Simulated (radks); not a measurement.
Values are calculated unless marked as measured or tabulated.
Neutral tantalum inside a hard spherical wall (all orbitals vanish at R), configuration held at [Xe] 4f14 5d3 6s2 and not refilled when levels cross. Level of theory: scalar-relativistic Kohn-Sham, LDA (Slater exchange, Perdew-Wang correlation), spin-polarised, spherical densities, point nucleus; open shells are filled with parallel spins first (spin-orbit coupling, left out, can overturn this in heavy ions) (a radial shooting solver on a logarithmic mesh with Libxc functionals). Eigenvalues in eV for spin up, with the zero of energy where the potential of the charges vanishes at infinity; a dash marks a level that is unbound or too diffuse for the functional's potential to be trusted. A positive occupied level is held by the wall or, in an anion where self-interaction has pushed it up, behind a barrier. The pressure on the wall is -dE/dV.

R (bohr)  E (hartree)  kinetic (hartree)    e(5p)    e(4f)   e(6s)   e(5d)  e(6p, empty)  e(7s, empty)  pressure (GPa)
free      -15595.3853          17133.646  -39.962  -24.826  -6.013  -4.332        -1.658        -0.076               0
20        -15595.3853          17133.646  -39.962  -24.826  -6.013  -4.332        -1.658         0.013        < 0.0001
15        -15595.3853          17133.646  -39.962  -24.825  -6.013  -4.332        -1.655         0.236        < 0.0001
12        -15595.3853          17133.647  -39.956  -24.820  -6.009  -4.327        -1.631         0.730        0.000933
8         -15595.3797          17133.695  -39.677  -24.534  -5.786  -4.079        -1.085         4.167           0.241
5         -15595.1942          17134.641  -36.370  -21.012  -2.276  -1.040         4.709        23.865            21.6
2.5       -15588.8695          17158.159  -10.458    8.838  61.546  31.906        87.333        212.73            4530
1.5       -15532.8043          17339.339   111.87   110.39  404.13  187.64        465.21        921.31          182000
